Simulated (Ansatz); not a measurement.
Molecule: BeCl$_{2}$, net charge -1, doublet state. 
Coordinates optimised at B3LYP-D3(BJ)/def2-TZVP (Ansatz, a first-principles code):
```xyz
3

Be    -0.1610    -0.7533    -0.3612
Cl     1.2334     0.3793    -1.1053
Cl    -1.1955    -0.2021     1.1902
```
Charge -1, spin multiplicity 2.

Basis-set convergence of Hartree-Fock and CCSD correlation energies (hartree) with Ansatz. Valence correlation only, unless marked. UHF or UKS for open shells. No spin-orbit coupling. Non-relativistic. This anion needs diffuse functions, which these sets lack.

```csv
basis,functions,E(HF),"E(corr, CCSD)"
def2-SVP,45,-933.47278,-0.31206
def2-TZVPP,103,-933.81175,-0.45155
def2-QZVPP,176,…,…
```

Problem. Complete the blanks.

Solution. 
- def2-QZVPP, E(HF): -933.84466
- def2-QZVPP, E(corr, CCSD): -0.49701
